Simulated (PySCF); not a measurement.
# EPR parameters of C5H9N2

C₅H₉N₂ (doublet state).
Z-matrix (Å and degrees, GFN2-xTB geometry), rows numbered from 1:
```
C 
C   1  1.3262
C   2  1.4618  1  123.74
N   3  1.2626  2  126.58  1   146.83
C   3  1.5300  2  117.11  1   -26.44
N   5  1.4090  3  104.67  2    85.72
C   6  1.4058  5  114.44  3    80.54
H   1  1.0771  2  121.71  3  -176.59
H   1  1.0770  2  121.02  3     0.73
H   2  1.0841  1  121.19  3   176.36
H   4  1.0163  3  116.72  2     0.67
H   5  1.0918  3  110.30  2   -32.32
H   5  1.0994  3  107.08  2  -153.18
H   7  1.1043  6  111.16  5   -44.59
H   7  1.1006  6  111.11  5    72.71
H   7  1.0894  6  109.22  5  -167.05
```

The hyperfine couplings belong to this conformer and change with its torsions.

As a line formula: `[H]/N=C(\C=C)C[N]C` [radical].

The calculation used PySCF, UKS B3LYP, pcH-1 on C H N, non-relativistic, mean-field spin-orbit, GIAO. The structure is a single GFN2-xTB conformer in the gas phase; no vibrational or solvent corrections. A GFN2-xTB geometry isn't a minimum of the functional, and hyperfine couplings can be far from their values at a DFT geometry. The frame is twisted about the C2–C3 bond at this geometry (dihedral C1–C2–C3–C5 = -26°); couplings at other torsion angles weren't computed. No stability test was run, so a lower SCF solution isn't excluded.

| Property | Result |
| --- | --- |
| g1, g2, g3 | 2.00224, 2.00380, 2.00725 |
| g_iso | 2.00443 |
| Form of g | rhombic: the two nearest values differ by 31 % of g3 − g1 |
| ⟨S²⟩ | 0.7550 (exact 0.7500) |
| HOMO–LUMO gap, α and β orbitals | 4.85, 4.07 eV |
| Basis functions | 265 |

Hyperfine couplings atom by atom, in 10⁻⁴ cm⁻¹; T1 to T3 are the principal values of the dipolar part (1 × 10⁻⁴ cm⁻¹ = 2.998 MHz):

```csv
atom,isotope,a_iso,T1,T2,T3,Mulliken spin population
C1,13C,0.7,-0.4,-0.2,0.7,0.01
C2,13C,0.6,-0.4,-0.1,0.6,0.00
C3,13C,27.8,-2.7,-2.1,4.8,0.05
N4,14N,3.4,-1.1,-0.3,1.4,0.03
C5,13C,-9.9,-1.4,0.1,1.3,-0.06
N6,14N,11.2,-13.7,-13.5,27.2,0.87
C7,13C,-11.0,-1.3,-0.1,1.4,-0.07
H8,1H,0.7,-0.4,-0.3,0.8,0.00
H9,1H,0.9,-1.4,-0.9,2.3,0.00
H10,1H,0.4,-0.5,-0.3,0.8,0.00
H11,1H,5.6,-0.9,-0.6,1.5,0.01
H12,1H,8.4,-1.8,-1.7,3.4,0.01
H13,1H,19.2,-1.5,-1.4,3.0,0.03
H14,1H,37.4,-2.0,-1.1,3.1,0.05
H15,1H,51.2,-1.9,-1.4,3.3,0.07
H16,1H,1.5,-1.8,-1.6,3.4,0.00
```

The largest Mulliken spin populations are on N6 (+0.87), H15 (+0.07) and C7 (-0.07). No atom but N6 exceeds +0.15.

Under fast tumbling the dipolar parts average out, and these isotropic splittings remain (the largest six): 3 × 1H (H14/H15/H16, I = 1/2, 4 lines) with 3.21 mT, 2 × 1H (H12/H13, I = 1/2, 3 lines) with 1.48 mT, 1 × 14N (N6, I = 1, 3 lines) with 1.20 mT, 1 × 1H (H11, I = 1/2, 2 lines) with 0.60 mT, 1 × 14N (N4, I = 1, 3 lines) with 0.37 mT and 1 × 1H (H9, I = 1/2, 2 lines) with 0.10 mT.

Nuclei that the bonding pattern makes equivalent are averaged, as if the motion that swaps them (rotation, inversion, ring flip) were fast. The three 1H nuclei of mean +90.0 MHz run from 4.4 to 153.4 MHz in the frozen geometry. The 1H value of +41.4 MHz is a mean of couplings from 25.1 to 57.6 MHz in this one geometry, not an average over conformers.

The 13C coupling of C3 (83.4 MHz) shows only in satellite lines or after enrichment, since that isotope makes up about 1.07 % of natural carbon.

β density exceeds α density at some nuclei, such as C7 (-0.0293) and C5 (-0.0264), spin density in bohr⁻³. In a single determinant that takes different orbitals for the two spins, that is spin polarisation.
